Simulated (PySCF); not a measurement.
GaH, SMILES [GaH] (connectivity only; charge and spin as stated), neutral, multiplicity 1.

Geometry: PBE0-D3(BJ)/def2-TZVPD.

These are ωB97X/def2-TZVPD run with PySCF values and carry that method's errors.

Gas-phase values at a fixed geometry.

### Question
Estimate the frontier levels, gap, dipole moment and polarisability. (An estimate is asked for; the answer gives what the named calculation found.)

### Answer

```json
{
 "highest_occupied_level": "-8.14 eV",
 "lowest_empty_level": "0.14 eV",
 "orbital_gap": "8.28 eV",
 "dipole_moment": "0.41 D",
 "quadrupole, principal values (traceless, Buckingham form, about the centre of nuclear charge)": "-7.55, 3.78, 3.78 D·Å",
 "mean_static_polarisability": "41.4 bohr³ (6.13 Å³)",
 "polarisability_principal_values": "36.5, 36.5, 51.2 bohr³"
}
```
